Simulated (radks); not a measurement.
Q: Coulomb parameter of the 5d shell of the gold ion Au3+ in the model configuration [Xe] 4f14 5d6.5 6s1.5, as a second difference U = [E(n + 0.5) + E(n - 0.5) - 2 E(n)] / (0.5)^2 with all orbitals relaxed. "Bare": the charge of the atom changes with n. "Screened": the 6s shell takes up the change at fixed total charge, which measures U(5d,5d) + U(6s,6s) - 2 U(5d,6s). All-electron calculation, scalar-relativistic Kohn-Sham, BLYP, spin-unpolarised, spherical densities, finite nucleus; Fermi nuclear charge, rms radius 5.4371 fm. Program: a radial shooting solver on a logarithmic mesh with Libxc functionals. Estimate both.

A: U(bare) = 14.178 eV, U(screened by 6s) = 1.525 eV, against the Slater integral F0(5d,5d) = 17.603 eV with frozen orbitals.
